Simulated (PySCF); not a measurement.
## Telling isomers of C₃H₁₃O₂PSi₃ apart by NMR

Single conformer, in vacuum, averaged over atoms made equivalent by symmetry, fast rotation or ring inversion, no relativistic terms. PBE0/pcSseg-1 with gauge-including orbitals; geometry from GFN2-xTB; PySCF.

Chemical shifts δ = σref − σ; TMS for 1H (31.72 ppm) and 13C (186.93 ppm), all at this level. Splittings of carbon signals by F and P are missing where no couplings were computed. Where no couplings were computed, multiplicities follow the n + 1 count of equivalent neighbours, and m marks all less simple cases (inequivalent or close neighbours, rings, F or P nearby). Shifts are as computed. Against solution values, carbons near 30 ppm lie about +3 ppm off and those near 130 ppm about +5 ppm. Of 1309 compounds with measured shifts, 239 miss one by over three times the rms of a fit or turn the order of signals round; such compounds aren't used in these exercises.

(1) Tabulate the signals of `CC(=O)[Si@@H](O[SiH3])[Si@H](C)P`, `C[C@@H](C=O)O[SiH2]P([SiH3])[SiH3]` and their relative energies.

(2) What is the quickest way to tell CC(=O)[Si@@H](O[SiH3])[Si@H](C)P from C[C@@H](C=O)O[SiH2]P([SiH3])[SiH3]?

## Answers

(1) 
```json
{"SMILES": "CC(=O)[Si@@H](O[SiH3])[Si@H](C)P", "carbon types": "1×C 2×CH3", "δC": "252.9, 40.5, -5.1", "δH": "5.18 (s, 3H), 5.07 (m, 1H), 4.24 (m, 1H), 2.66 (s, 3H), 1.01 (m, 2H), 0.41 (m, 3H)", "E rel. (kcal/mol)": "0.0"}
{"SMILES": "C[C@@H](C=O)O[SiH2]P([SiH3])[SiH3]", "carbon types": "2×CH 1×CH3", "δC": "210.8, 78.7, 18.6", "δH": "9.71 (d, 1H), 5.86 (m, 1H), 5.63 (m, 1H), 4.66 (m, 1H), 3.97 (m, 6H), 1.42 (d, 3H)", "E rel. (kcal/mol)": "28.8"}
```

Energies are electronic energies at PBE0/pcSseg-1 on these geometries, without zero-point or thermal terms, each for the one conformer computed, which needn't be the lowest.

(2) Both give the same number of carbon signals, but DEPT or the intensities differ. The first has a carbonyl carbon (C) at 252.9 ppm, the second an aldehyde carbonyl carbon (CH) at 210.8 ppm. In the proton spectra the most deshielded non-exchanging signals are 5.18 (s, 3H) and 9.71 (d, 1H).
